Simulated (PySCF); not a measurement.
## Radial density of Co³⁺ (cobalt, charge +3)

HSE06, [Ar] 3d6, high-spin 5D determinant. Calculation: PySCF 2.14, in aug-cc-pVTZ-DK; scalar relativity by spin-free X2C-1e.

```csv
r (bohr),4πr²ρ (e/bohr),4πr²(ρα − ρβ)
0.000997,0.2423,0.0000
0.00168,0.6091,0.0000
0.00282,1.499,0.0000
0.00474,3.558,0.0001
0.00798,7.949,0.0002
0.0134,15.95,0.0003
0.0226,26.58,0.0006
0.0380,32.73,0.0015
0.0639,27.84,0.0071
0.107,27.58,0.0508
0.181,36.73,0.3384
0.304,20.98,1.5935
0.511,16.10,3.8583
0.860,15.02,3.6962
1.45,3.193,1.1976
2.43,0.1864,0.0973
4.09,0.0008814,0.0004
```

Densities and radii are taken from the X2C orbitals without a picture-change correction, which distorts them close to the nucleus.
